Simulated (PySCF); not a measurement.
# From computed data to an observable: chemical shift, span and skew from a shielding tensor

ZnF, SMILES [F][Zn+], charge +1. Atoms are numbered in the order given.

```xyz
2

Zn     0.0000     0.0000    -0.3978
F      0.0000     0.0000     1.3259
```
Charge +1, spin multiplicity 1.

The structure is a stationary point at B3LYP-D3(BJ)/def2-TZVPD. The multiplicity is an assumed one; other spin states were not compared.

GIAO shieldings from PBE/pcSseg-2 (PySCF), non-relativistic, no solvent. The symmetric part of the tensor of F2 has the principal values -48.9, -48.9, 488.4 ppm. The same nucleus in CFCl3 has σ = 132.0 ppm at this level (PySCF, at its B3LYP-D3(BJ)/def2-TZVP geometry).

Task: Work out the isotropic shielding, the ¹⁹F shift against CFCl3, the span and the skew.

Result: 
σ(iso) = (σ11 + σ22 + σ33)/3 = 130.2 ppm. δ = σ(ref) − σ(iso) = 132.0 − (130.2) = 1.8 ppm.
Span Ω = σ33 − σ11 = 537.3 ppm. Skew κ = 3(σ(iso) − σ22)/Ω = 1.00, an axial tensor. Tumbling in solution averages the tensor to δ; in a static solid the shielding alone would spread this spin-1/2 line over Ω.
